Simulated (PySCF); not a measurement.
**Question.** What does the PBE0-D3(BJ)/def2-SVP structure of `Br[Si@H]1CC[SiH2]O1` look like in three dimensions?

**Answer.** 
```xyz
13
C2H7BrOSi2 angstrom
Br    -1.1518    4.8785    2.2368
Si    -0.4075    2.7830    2.2374
C     -1.6034    1.6309    1.3366
C     -0.7524    0.6127    0.5457
Si     0.8478    1.4991    0.0416
O      0.9543    2.6330    1.2871
H     -0.0929    2.4499    3.6507
H     -2.1937    2.2613    0.6500
H     -2.3246    1.1474    2.0148
H     -1.3038    0.1876   -0.3079
H     -0.4723   -0.2373    1.1914
H      0.7517    2.1933   -1.2761
H      2.0499    0.6185    0.0541
```

Orientation and origin are arbitrary. Atoms count from 1 in this order. The 5-membered ring Si2–C3–C4–Si5–O6 has internal angles of 99.8° to 115.4°; it is puckered, 0.15 Å rms from its mean plane, widest ring torsion 31°. Si5 (oxygen-bound silicon) is distorted tetrahedral (angles from 99.8° to 113.7°). Si2 (oxygen-bound silicon) is distorted tetrahedral (angles from 101.0° to 116.8°). The O–Si distances run from 1.667 Å (Si2–O6, drawn single) to 1.688 Å (Si5–O6, drawn single), a spread of 0.021 Å.

Bonds between heavy atoms (Å): Br1–Si2 2.224, Si2–C3 1.889, C3–C4 1.545, C4–Si5 1.898, Si5–O6 1.688, Si2–O6 1.667.

Theory: PBE0-D3(BJ)/def2-SVP geometry optimisation, gas phase in PySCF.

Point group: C1 (no symmetry element, even within 0.4 Å). No frequency check. One conformer, not necessarily the lowest (Br1–Si2–C3–C4 142°, Si2–C3–C4–Si5 -31°, C3–C4–Si5–O6 27°, C4–Si5–O6–Si2 -12°).

Time: 40 s; peak memory 0.59 GiB. Hardware: one thread of an AMD EPYC 9R45, on a shared host. That covers the optimisation of the geometry.
